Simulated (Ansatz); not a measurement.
System: H$_{3}$BS$_{2}$O, charge 0, singlet. H3BS2O (SMILES OB(S)S).
B3LYP-D3(BJ)/def2-TZVP minimum from Ansatz (an electronic-structure program):
```
B
O 1 1.3585
H 2 0.9611 1 115.67
S 1 1.8209 2 115.47 3 180.00
H 4 1.3424 1 96.81 2 -180.00
S 1 1.8280 2 125.29 3 0.00
H 6 1.3451 1 97.91 2 0.00
```
Charge 0, spin multiplicity 1.

Hartree-Fock and CCSD correlation energies in hartree (Ansatz). UHF or UKS for unpaired electrons; spin-orbit terms are left out. Correlated methods leave the cores frozen. No relativity.

```tsv
basis	X	E(HF)	E(corr, CCSD)
cc-pV(T+d)Z	3	-896.54806	-0.73242
cc-pV(Q+d)Z	4	-896.56262	-0.78140
cc-pV(5+d)Z	5	-896.56570	withheld
```

**Question.** Fit E(corr) = E∞ + A/X³ to X = 3 and 4, predict X = 5, and compare with the run.

**Answer.** A = (-0.73242 - (-0.78140))/(1/27 - 1/64) = 2.2875; E∞ = -0.78140 - A/64 = -0.81714; at X = 5, E∞ + A/125 = -0.79884. The run gave -0.79786, 0.98 mEh above the prediction. The same form on X = 4 and 5 gives E∞ = -0.81513, 2.01 mEh above the first estimate.
